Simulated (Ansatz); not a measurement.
Reaction (isomerisation): `B[SiH2]CN` → `CB[SiH2]N`

Computed with Ansatz on PBE0-D4/def2-TZVP structures; ΔE is electronic, products minus reactants. CCSD(T)/CBS adds triple-zeta CCSD(T) − MP2 to the extrapolated MP2 energy (def2 sets, frozen cores). Functionals use def2-TZVPP. Each species was taken in one conformer, which may not be the lowest.

`B[SiH2]CN`:

Cartesian coordinates in Å:
```
B 2.281 0.395 0.569
Si 0.687 -0.372 -0.384
C -0.963 0.399 0.107
N -2.079 -0.271 -0.547
H 2.192 1.162 1.484
H 3.386 0.069 0.242
H 0.873 -0.301 -1.861
H 0.651 -1.828 -0.024
H -1.019 0.427 1.208
H -0.939 1.445 -0.220
H -2.966 0.127 -0.264
H -2.102 -1.254 -0.309
```

`CB[SiH2]N`:

Cartesian coordinates in Å:
```
C 0.781 -0.805 1.805
B 0.294 -0.782 0.329
Si -0.391 0.886 -0.566
N -1.111 0.530 -2.093
H 0.564 0.081 2.405
H 1.876 -0.919 1.763
H 0.434 -1.699 2.335
H 0.404 -1.800 -0.303
H 0.769 1.845 -0.618
H -1.414 1.577 0.273
H -1.515 1.262 -2.656
H -0.691 -0.176 -2.675
```

```tsv
species	B97M-V energy (Eh)
`B[SiH2]CN`	-411.94205
`CB[SiH2]N`	-412.00215
```

(1) Work out ΔE.

Largest T1 diagnostic among the species: 0.011.

## Answers

(1) ΔE = (-412.00215) − (-411.94205) = -0.06010 Eh = -1.64 eV. CCSD(T)/CBS gives -1.54 eV.

At CCSD(T), def2-SVP lies +0.15 eV from the extrapolated value and def2-TZVPP +0.03 eV. Leaving LDA and LC-ωPBE aside and taking each functional with its dispersion term where it has one, the values, not all of them listed here, spread over 0.17 eV, from B97M-V to revPBE-D4. LDA lies −0.05 eV from PBE without D4.
